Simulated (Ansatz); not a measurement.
```yaml
crystal:
  periodic: [false, false, false]
  atoms:
    - {symbol: Fe, position_ang: [0.000019, 0.000027, -0.000119]}
    - {symbol: F, position_ang: [1.748877, -0.026936, 0.023907]}
    - {symbol: F, position_ang: [-0.851156, 1.528141, -0.013619]}
    - {symbol: F, position_ang: [-0.897729, -1.501232, -0.010169]}
basis:
  gaussian: {orbitals: def2-TZVP}
total_charge: -1
hamiltonian: {xc: {name: wPBEh}}
output: {forces: true}
```

```sh
$ ansatz run in.yaml --threads 2 --pin off --events-out ev --progress --plain --max-ram 4352MiB
```

Shortened log:

```
Functional definition: wPBEh
999 factors; their error is unknown
61 factors; integrals over basis functions are off by at most 5.0e-7 eV
mean field evaluation 1: about -42529.4680 eV, gradient 2.7e1 eV
mean field evaluation 2: about -42519.1482 eV, gradient 1.0e2 eV
mean field evaluation 4: about -42530.2690 eV, gradient 3.0e0 eV
mean field evaluation 8: about -42530.4383 eV, gradient 1.7e-1 eV
mean field evaluation 16: about -42531.0072 eV, gradient 2.2e0 eV
mean field evaluation 32: about -42531.0344 eV, gradient 5.2e-6 eV
mean field evaluation 64: about -42531.0251 eV, gradient 1.5e0 eV
mean field -42531.03444583 eV, -1562.9866873135 hartree, gradient 4.7e-8 eV, S^2 0.000000; 6 other end points of the search recorded, 0 dependent functions left out
reference -42531.03449649 eV, -1562.9866891753 hartree; 27, 27 occupied and 111, 111 virtual orbitals, 999 factors
Total energy: -42531.03449649 eV, -1562.9866891753 hartree
Atom 0 at     0.000019     0.000027    -0.000119 Å, force     0.000341    -0.000214    -0.039469 eV/Å
Atom 1 at     1.748877    -0.026936     0.023907 Å, force     1.087687    -0.016694     0.028002 eV/Å
Atom 2 at    -0.851156     1.528141    -0.013619 Å, force    -0.529544     0.950615     0.004661 eV/Å
Atom 3 at    -0.897729    -1.501232    -0.010169 Å, force    -0.558483    -0.933707     0.006806 eV/Å
Dipole moment:     0.000037     0.000038    -0.001019 e Å
```

Run time 18 s (2 threads of Arm Neoverse V2 on a shared host).

The highest occupied level of an anion often lies above zero with these methods, and sets without diffuse functions describe the outer electron poorly. This restricted singlet of an open-shell metal wasn't tested against broken symmetry or higher spin.

The dipole of an ion depends on the origin.
